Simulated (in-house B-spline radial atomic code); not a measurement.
**Mg V (Mg4+): [He] 2s2 2p4**

Method: non-relativistic PBE, spin-polarised, spherical fractional occupations, point nucleus. Calculated with a B-spline radial code for spherical atoms.

Z_r = [3n² - l(l+1)]/(2<r>); Z_e = n√(-2ε); the last column is Slater's effective charge. Values are occupation-weighted means over spin.

```json
{"shell": "1s", "electrons": "2", "ε (eV)": "-1356.1", "<r> (bohr)": "0.1308", "Z_r": "11.47", "Z_e": "9.98", "Slater": "11.70"}
{"shell": "2s", "electrons": "2", "ε (eV)": "-159.86", "<r> (bohr)": "0.6511", "Z_r": "9.21", "Z_e": "6.86", "Slater": "8.55"}
{"shell": "2p", "electrons": "4", "ε (eV)": "-129.96", "<r> (bohr)": "0.6046", "Z_r": "8.27", "Z_e": "6.18", "Slater": "8.55"}
```

The least bound orbital is 2p down at -125 eV, while the most diffuse is 2s down (<r> = 0.6552 bohr against 0.6136 bohr): energy order and size order differ.

The density falls to 0.001 bohr⁻³ at 1.893 bohr; Σ<r²> = 2.8715 bohr² gives, by the non-relativistic formula and without the paramagnetism of open shells, a Langevin diamagnetic susceptibility of -2.274×10⁻⁶ cm³/mol.
